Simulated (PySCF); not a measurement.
# Spinor energies of Ag⁺ (silver, charge +1)

Start: [Kr] 4d9 5s1; 4d3/2 filled at m_j = -3/2, -1/2, +1/2, +3/2; 4d5/2 filled at m_j = -3/2, -1/2, +1/2, +3/2, +5/2; 5s1/2 filled at m_j = +1/2. Calculated with PySCF 2.14 in x2c-TZVPall-2c with one added diffuse shell each of s, p, d type (9s10p8d1f, 86 functions): generalised Hartree-Fock with the X2C-1e Hamiltonian and a Gaussian nucleus; one run each with spin-orbit coupling (SO) switched off, then screened by Boettger's factors. This is a chosen level, not necessarily the ground level.

| spinor shell | electrons | ε, spin-free (eV) | ε, screened SO (eV) | weight of nominal j (screened SO) | rms radius, screened SO (bohr) |
| --- | --- | --- | --- | --- | --- |
| 1s1/2 | 2 | -25658.8 | -25656.8 | 1.000 | 0.0357 |
| 2s1/2 | 2 | -3875.4 | -3874.8 | 1.000 | 0.146 |
| 2p1/2 | 2 | -3470.5 | -3591.9 | 1.000 | 0.127 |
| 2p3/2 | 4 | -3470.5 | -3414.4 | 1.000 | 0.131 |
| 3s1/2 | 2 | -758.23 | -758.05 | 1.000 | 0.392 |
| 3p1/2 | 2 | -621.89 | -644.07 | 1.000 | 0.387 |
| 3p3/2 | 4 | -621.89 | -611.57 | 1.000 | 0.398 |
| 3d3/2 | 4 | -407.39 | -411.29 | 0.999 | 0.374 |
| 3d5/2 | 6 | -407.39 | -404.60 | 0.999 | 0.377 |
| 4s1/2 | 2 | -129.27 | -129.22 | 1.000 | 0.975 |
| 4p1/2 | 2 | -87.257 | -91.709 | 0.986 | 1.05 |
| 4d3/2 | 4 | -26.472 | -27.136 | 0.890 | 1.43 |
| 4d5/2 | 5 | -26.472 | -25.956 | 0.912 | 1.45 |
| 5s1/2 | 1 | -15.498 | -15.498 | 0.999 | 3.01 |

Task: Where does 4p3/2 lie, and what is the 4p spin-orbit splitting (screened SO)?

Result: At -85.137 eV, 6.571 eV above 4p1/2.

| quantity | spin-free | screened SO |
| --- | --- | --- |
| E (hartree) | -5311.93512 | -5312.92632 |
| M_J | 3 | 3 |
| ⟨J²⟩ | 12.006 | 12.006 |
| ⟨L²⟩ | 6.005 | 6.019 |
| ⟨S²⟩ | 2.001 | 2.015 |

Each row is a mean over spinors that exchange with the open shell spreads, by up to 5.476 eV (4p3/2).

Rows whose weight is well below 1 are mixtures of j = l ± 1/2: exchange outweighs spin-orbit coupling there, and the label is only the starting occupation.

Breit and QED terms are absent; they matter most for the inner s and p1/2 levels.

Densities and radii are taken from the X2C orbitals without a picture-change correction, which distorts them close to the nucleus.

Without spin-orbit coupling the j labels of p, d and f shells carry no meaning; the spin-free column gives the mean over the occupied spinors of each nl shell.
